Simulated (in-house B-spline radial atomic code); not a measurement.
# Binding energies in Cu⁸⁺

NIST's tabulated ground configuration is [Ar] 3d3; each binding energy is the energy of the ion with one electron taken from that subshell, relaxed, less that of the parent. Level of theory: Dirac-Hartree-Fock, average of configuration, Fermi nucleus of rms radius 3.8823 fm; calculated with an all-electron radial atomic-structure program (B-spline basis). Energies include first-order Breit, QED and recoil terms.

```json
{"subshell": "1s", "X-ray name": "K", "binding energy (eV)": "9200.7", "-ε (eV)": "9252.5", "relaxation (eV)": "35.4"}
{"subshell": "2s", "X-ray name": "L1", "binding energy (eV)": "1326", "-ε (eV)": "1339.4", "relaxation (eV)": "12.1"}
{"subshell": "2p1/2", "X-ray name": "L2", "binding energy (eV)": "1178.1", "-ε (eV)": "1193.2", "relaxation (eV)": "13.8"}
{"subshell": "2p3/2", "X-ray name": "L3", "binding energy (eV)": "1158", "-ε (eV)": "1172.5", "relaxation (eV)": "13.6"}
{"subshell": "3s", "X-ray name": "M1", "binding energy (eV)": "320.8", "-ε (eV)": "322.8", "relaxation (eV)": "1.8"}
{"subshell": "3p1/2", "X-ray name": "M2", "binding energy (eV)": "270.3", "-ε (eV)": "272.3", "relaxation (eV)": "1.8"}
{"subshell": "3p3/2", "X-ray name": "M3", "binding energy (eV)": "267.1", "-ε (eV)": "269.0", "relaxation (eV)": "1.8"}
{"subshell": "3d", "X-ray name": "M4,5", "binding energy (eV)": "195.6", "-ε (eV)": "197.5", "relaxation (eV)": "1.9"}
```

Relaxation = -ε minus the binding energy without Breit, QED and recoil terms.

Emission lines follow as differences of binding energies, with λ = 12398.42 eV·Å / E:

```json
{"line": "K-L3", "holes": "1s → 2p3/2", "energy (eV)": "8042.7", "wavelength (Å)": "1.5416"}
{"line": "K-L2", "holes": "1s → 2p1/2", "energy (eV)": "8022.6", "wavelength (Å)": "1.5454"}
{"line": "K-M3", "holes": "1s → 3p3/2", "energy (eV)": "8933.6", "wavelength (Å)": "1.3878"}
{"line": "L1-M3", "holes": "2s → 3p3/2", "energy (eV)": "1058.9", "wavelength (Å)": "11.709"}
{"line": "L3-M1", "holes": "2p3/2 → 3s", "energy (eV)": "837.2", "wavelength (Å)": "14.809"}
```

(1) What screening constant σ does Moseley's law, E = (3/4)·13.6057 eV·(Z - σ)², need for K-L3?

(2) What does it cost to remove both a 3p1/2 and a 3d electron?

(3) What does it cost to remove two 1s electrons?

(4) What does it cost to remove two 2p1/2 electrons?

## Answers

(1) σ = 0.93.

(2) 497.5 eV, which is 31.62 eV more than the two single binding energies together.

(3) 18835 eV, which is 433.6 eV more than the two single binding energies together.

(4) 2452.6 eV, which is 96.42 eV more than the two single binding energies together.
